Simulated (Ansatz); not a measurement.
Cartesian coordinates (Å):
SMILES: C[CH2][Ga]([CH2]C)[O]C
```xyz
20

C      3.1297    -0.2897     0.2999
C      1.9453    -1.2505     0.2988
Ga     0.1765    -0.4214     0.0532
C     -0.1887     1.5004    -0.2394
C     -1.6288     1.9818    -0.3726
O     -1.1220    -1.6574     0.1256
C     -2.5030    -1.5583     0.0119
H      3.0541     0.4577     1.1064
H      4.0899    -0.8138     0.4389
H      3.2062     0.2724    -0.6451
H      1.8982    -1.8253     1.2399
H      2.0521    -2.0109    -0.4942
H      0.3213     2.0247     0.5894
H      0.3960     1.7738    -1.1370
H     -1.6825     3.0717    -0.5328
H     -2.2219     1.7606     0.5285
H     -2.1450     1.5067    -1.2212
H     -2.8659    -2.1006    -0.8821
H     -2.8755    -0.5199    -0.0643
H     -2.9986    -2.0181     0.8878
```
Charge 0, spin multiplicity 1.

Computed with frozen-core CCSD(T)/cc-pVDZ // PBE0-D3(BJ)/def2-SVP in Ansatz (an electronic-structure program).

The HF energy comes out as -2195.01137 Ha and the MP2 correlation energy is -1.00106 Ha.

Task: Estimate the CCSD correlation energy, the (T) correction, the total energy and the T1 diagnostic.

Result: 
The CCSD correlation energy is -1.08623 Ha, the (T) correction is -0.03225 Ha and the CCSD(T) total energy comes out as -2196.12984 Ha. The T1 diagnostic is 0.011.
